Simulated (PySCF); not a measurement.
Molecule: sum formula CuO₂H₂ (charge 0, doublet). The spin state was set by rule; other spins were not relaxed. 
Structure (B3LYP-D3(BJ)/def2-TZVP (Ansatz) minimum search):
SMILES: [OH][Cu][OH]
```xyz
5

Cu    -0.0005    -0.0017    -0.0011
O      1.3694     0.1708    -1.0828
H      1.9453     0.9295    -0.9338
O     -1.4120    -0.3191     0.9906
H     -1.5905     0.3068     1.7020
```
Charge 0, spin multiplicity 2.

Dispersion corrections to the total energy (kcal/mol) from the dftd3 and dftd4 libraries through PySCF: D3(BJ) without and D4 with the three-body term, each with the damping fitted for the functional named.

| functional | D3(BJ) | D4 |
|---|---|---|
| BHLYP | -1.87 | -1.66 |
| PBE | -1.22 | … |
| CAM-B3LYP | … | -1.11 |
| BP86 | … | -1.74 |
| TPSSh | -1.43 | -1.58 |
| revPBE | -3.09 | -4.00 |
| LC-wPBE | -1.19 | -1.46 |

Question: What belongs in the gaps?

Answer: 
- PBE, D4: -1.30
- CAM-B3LYP, D3(BJ): -1.00
- BP86, D3(BJ): -2.06
